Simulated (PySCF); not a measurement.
W(O)(S)(OH)(NH2) (H3NO2SW), SMILES [NH2][W](=[O])([OH])=[S], multiplicity 1.

Geometry optimised at B3LYP-D3(BJ)/def2-SVP. The spin state was assumed, not searched. The structure was generated by enumeration; whether it is a known compound was not checked. The def2 effective core potentials stand for the cores of W; spin–orbit coupling is left out. The values are those of a single conformer.

Method: PySCF with B3LYP-D3(BJ)/def2-SVP.

Frequencies are harmonic and unscaled.

Computed vibrational spectrum:
```
mode  ν (cm⁻¹)  IR (km/mol)  Raman (Å⁴/amu)  depolarisation  moving atoms (share of kinetic energy)
----  --------  -----------  --------------  --------------  --------------------------------------
1          164         22.0             4.4            0.75          H 41 %, N 22 %, S 22 %, O 10 %
2          184         17.0             2.9            0.75   O 32 %, S 25 %, H 19 %, W 14 %, N 9 %
3          208          8.9             4.1            0.67                  N 36 %, O 30 %, H 21 %
4          214         30.6             0.2            0.56                  O 63 %, H 15 %, W 11 %
5          246          7.4             3.4            0.64                  O 53 %, H 23 %, N 16 %
6          264         32.1             4.8            0.73                   O 49 %, H 37 %, S 9 %
7          355         17.5             1.3            0.18                          H 83 %, O 14 %
8          485        211.5             2.2            0.65                          H 78 %, N 21 %
9          538         27.8            13.0            0.19                  S 64 %, H 19 %, W 11 %
10         550        193.3             6.3            0.18                  H 61 %, O 18 %, S 16 %
11         664          8.8             1.3            0.34                          H 79 %, N 17 %
12         710         86.5            11.4            0.23                  N 73 %, H 14 %, W 10 %
13         720         63.5            10.1            0.10                   O 75 %, H 14 %, W 8 %
14        1007        145.3            17.0            0.12                           O 91 %, W 8 %
15        1506         38.5            11.4            0.54                          H 89 %, N 11 %
16        3540        129.4           155.3            0.17                                  H 96 %
17        3637         53.6            59.6            0.74                           H 91 %, N 9 %
18        3856        234.7            98.2            0.28                                  H 94 %
```
